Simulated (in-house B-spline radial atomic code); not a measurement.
I²⁺. Computed with a B-spline radial atomic code. Model: all-electron spherical atom, spin shells full or empty, radial basis limit, no spin-orbit coupling: exact exchange with a local potential (Slater, KLI or optimised effective potential, whose far tail is KLI's), no correlation.

Exchange potential has not reached -1/r at the last radius.

The run also made RPA and GW results, which its time includes.

The Slater potential averages the orbital exchange potentials with the orbital densities as weights, KLI adds orbital constants, and the optimised effective potential minimises the exact-exchange energy among local potentials. So their energies lie above Hartree-Fock in the order OEP, KLI, Slater. All fall off as −1/r, unlike LDA and GGA exchange.

Command:
```bash
python run_gw.py task.json out
```
Settings (nuclear radius in fm, other lengths in bohr, energies in hartree):
```
Z                      53
electrons              51
configuration          [Kr] 4d10 5s2 5p3
hamiltonian            x2c
method                 oep
lmax                   9
rms_radius             4.75
spin_polarised         True
box_radius             17.55
intervals              102
```

Cost of the run: 26 s on 1 thread of Arm Neoverse N1, with other jobs on the host.

Given: hamiltonian one-electron scalar X2C; mean-field start exchange-only OEP.

Computed: energy above Hartree-Fock 17.981 millihartree.

```tsv
radius (bohr)	r times exchange potential up (hartree bohr)	r times exchange potential down (hartree bohr)
0.000943	-0.047101	-0.047073
0.00119	-0.0593	-0.059264
0.0015	-0.074492	-0.074447
0.0019	-0.09385	-0.093793
0.00239	-0.11716	-0.11709
0.00302	-0.14638	-0.14629
0.00381	-0.18172	-0.1816
0.0048	-0.22377	-0.22363
0.00606	-0.27349	-0.2733
0.00765	-0.32993	-0.32969
0.00965	-0.3909	-0.39059
0.0122	-0.45291	-0.4525
0.0154	-0.50736	-0.50679
0.0194	-0.54241	-0.54157
0.0245	?	?
0.0309	-0.5072	-0.50482
0.039	-0.49652	-0.49284
0.0491	-0.6022	-0.59805
0.062	-0.77224	-0.76839
0.0782	-0.90383	-0.90034
0.0987	-0.95159	-0.94913
0.125	-0.88047	-0.88038
0.157	-0.85062	-0.84869
0.198	?	?
0.25	-1.3064	-1.2944
0.316	-1.3228	-1.3119
0.398	-1.0385	-1.0334
0.503	-0.87628	-0.84498
0.634	-1.2939	-1.2594
0.8	-1.4457	-1.4208
1.01	-1.3602	-1.351
1.27	-1.142	-1.1016
1.61	-1.2329	-0.89836
2.03	-1.3978	-0.9548
2.56	-1.4092	-1.0165
3.23	-1.3215	-1.0195
4.08	-1.2088	-1.0081
```

Problem. What belongs in the row 0.0245?

Solution. r times exchange potential up (hartree bohr): -0.54323; r times exchange potential down (hartree bohr): -0.54186.

Problem. What belongs in the row 0.198?

Solution. r times exchange potential up (hartree bohr): -1.0933; r times exchange potential down (hartree bohr): -1.084.

```csv
occupied,level (hartree),Hartree-Fock level (hartree)
1s up,-1210.7,-1225.7
1s down,-1210.7,-1225.7
2s up,-187.94,-193.67
2s down,-187.91,-193.67
2p up,-168.87,-173.77
2p down,-168.83,-173.76
3s up,-38.784,-41.26
3s down,-38.747,-41.25
3p up,?,?
3p down,-32.535,-34.625
3d up,-23.229,-24.677
3d down,-23.194,-24.672
4s up,-7.5597,-8.5118
4s down,-7.5202,-8.4862
4p up,-5.6167,-6.3377
4p down,-5.5773,-6.3083
4d up,?,?
4d down,-2.72,-3.0309
5s up,-1.5274,-1.6642
5s down,-1.3703,-1.3695
5p up,-1.1136,-1.1144
```

Problem. What belongs in the row 3p up?

Solution. level (hartree): -32.574; Hartree-Fock level (hartree): -34.639.

Problem. What belongs in the row 4d up?

Solution. level (hartree): -2.7665; Hartree-Fock level (hartree): -3.0514.

```json
{"empty": "5p down", "level (hartree)": "-0.95848"}
{"empty": "5d up", "level (hartree)": "?"}
{"empty": "6s up", "level (hartree)": "-0.57904"}
{"empty": "6s down", "level (hartree)": "-0.5251"}
{"empty": "5d down", "level (hartree)": "-0.50718"}
{"empty": "6p up", "level (hartree)": "-0.461"}
{"empty": "6p down", "level (hartree)": "-0.41883"}
```

Problem. What belongs in the row 5d up?

Solution. level (hartree): -0.61018.

The highest level, 5p up, differs from Hartree-Fock by +0.022 eV and the deepest, 1s up, by +408 eV: a local potential can match the highest level but can't give each shell its own exchange.
